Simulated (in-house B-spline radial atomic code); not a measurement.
Successive ionisation energies of platinum; each step leads to the configuration of the next row (after the last: [Kr] 4d10 4f14 5s2 5p1/2(1)). Dirac energy differences include first-order Breit, QED and recoil terms. NIST's values go from ground level to ground level; the uncertainty of those that are theory runs from under 0.1 % in few-electron ions to several per cent in heavy many-electron ones. Computed with an all-electron radial atomic-structure program (B-spline basis): Dirac-Hartree-Fock, jj configuration that fills j = l - 1/2 first, finite nuclei.

A number in brackets counts the electrons of a j subshell.

```json
{"ion": "Pt", "configuration": "[Xe] 4f14 5d3/2(4) 5d5/2(5) 6s1", "ionisation energy (eV)": "7.4", "tabulated value (eV)": "8.95883", "tabulated kind": "measured", "computed minus tabulated (eV)": "-1.5", "highest orbital": "6s1/2", "largest mean radius (bohr)": "3.1421"}
{"ion": "Pt+", "configuration": "[Xe] 4f14 5d3/2(4) 5d5/2(5)", "ionisation energy (eV)": "17.3", "tabulated value (eV)": "18.56", "tabulated kind": "measured", "computed minus tabulated (eV)": "-1.2", "highest orbital": "5d5/2", "largest mean radius (bohr)": "1.6542"}
{"ion": "Pt2+", "configuration": "[Xe] 4f14 5d3/2(4) 5d5/2(4)", "ionisation energy (eV)": "29.7", "tabulated value (eV)": "29", "tabulated kind": "tabulated theory", "computed minus tabulated (eV)": "0.7", "highest orbital": "5d5/2", "largest mean radius (bohr)": "1.5673"}
{"ion": "Pt3+", "configuration": "[Xe] 4f14 5d3/2(4) 5d5/2(3)", "ionisation energy (eV)": "43.1", "tabulated value (eV)": "43", "tabulated kind": "tabulated theory", "computed minus tabulated (eV)": "0.1", "highest orbital": "5d5/2", "largest mean radius (bohr)": "1.4999"}
{"ion": "Pt4+", "configuration": "[Xe] 4f14 5d3/2(4) 5d5/2(2)", "ionisation energy (eV)": "57.5", "tabulated value (eV)": "56", "tabulated kind": "tabulated theory", "computed minus tabulated (eV)": "1.5", "highest orbital": "5d5/2", "largest mean radius (bohr)": "1.4445"}
{"ion": "Pt5+", "configuration": "[Xe] 4f14 5d3/2(4) 5d5/2(1)", "ionisation energy (eV)": "72.7", "tabulated value (eV)": "75", "tabulated kind": "tabulated theory", "computed minus tabulated (eV)": "-2.3", "highest orbital": "5d5/2", "largest mean radius (bohr)": "1.3975"}
{"ion": "Pt6+", "configuration": "[Xe] 4f14 5d3/2(4)", "ionisation energy (eV)": "91.4", "tabulated value (eV)": "91", "tabulated kind": "tabulated theory", "computed minus tabulated (eV)": "0.4", "highest orbital": "5d3/2", "largest mean radius (bohr)": "1.3228"}
{"ion": "Pt7+", "configuration": "[Xe] 4f14 5d3/2(3)", "ionisation energy (eV)": "108.3", "tabulated value (eV)": "109", "tabulated kind": "tabulated theory", "computed minus tabulated (eV)": "-0.7", "highest orbital": "5d3/2", "largest mean radius (bohr)": "1.2883"}
{"ion": "Pt8+", "configuration": "[Xe] 4f14 5d3/2(2)", "ionisation energy (eV)": "125.8", "tabulated value (eV)": "126", "tabulated kind": "tabulated theory", "computed minus tabulated (eV)": "-0.2", "highest orbital": "5d3/2", "largest mean radius (bohr)": "1.2575"}
{"ion": "Pt9+", "configuration": "[Xe] 4f14 5d3/2(1)", "ionisation energy (eV)": "143.8", "tabulated value (eV)": "144.9", "tabulated kind": "semi-empirical", "computed minus tabulated (eV)": "-1.1", "highest orbital": "5d3/2", "largest mean radius (bohr)": "1.2295"}
{"ion": "Pt10+", "configuration": "[Xe] 4f14", "ionisation energy (eV)": "218.3", "tabulated value (eV)": "220.4", "tabulated kind": "semi-empirical", "computed minus tabulated (eV)": "-2.1", "highest orbital": "5p3/2", "largest mean radius (bohr)": "1.0445"}
{"ion": "Pt11+", "configuration": "[Kr] 4d10 4f14 5s2 5p1/2(2) 5p3/2(3)", "ionisation energy (eV)": "239.8", "tabulated value (eV)": "245", "tabulated kind": "tabulated theory", "computed minus tabulated (eV)": "-5.2", "highest orbital": "5p3/2", "largest mean radius (bohr)": "1.0302"}
{"ion": "Pt12+", "configuration": "[Kr] 4d10 4f14 5s2 5p1/2(2) 5p3/2(2)", "ionisation energy (eV)": "261.7", "tabulated value (eV)": "269", "tabulated kind": "tabulated theory", "computed minus tabulated (eV)": "-7.3", "highest orbital": "5p3/2", "largest mean radius (bohr)": "1.017"}
{"ion": "Pt13+", "configuration": "[Kr] 4d10 4f14 5s2 5p1/2(2) 5p3/2(1)", "ionisation energy (eV)": "284.1", "tabulated value (eV)": "293", "tabulated kind": "tabulated theory", "computed minus tabulated (eV)": "-8.9", "highest orbital": "5p3/2", "largest mean radius (bohr)": "1.0044"}
{"ion": "Pt14+", "configuration": "[Kr] 4d10 4f14 5s2 5p1/2(2)", "ionisation energy (eV)": "325.3", "tabulated value (eV)": "332", "tabulated kind": "tabulated theory", "computed minus tabulated (eV)": "-6.7", "highest orbital": "5p1/2", "largest mean radius (bohr)": "0.93488"}
```

**Question.** Where is the largest jump?

**Answer.** From Pt to Pt+, by a factor of 2.33 (7.4369 to 17.311 eV); the highest orbital goes from 6s1/2 to 5d5/2.

**Question.** How far is this level of theory from the measured and semi-empirical values?

**Answer.** Over those 4 rows the differences run from -2.12 to -1.05 eV (mean absolute value 1.5 eV). The calculation leaves out correlation and, in open shells, the multiplet splittings that an average leaves out.
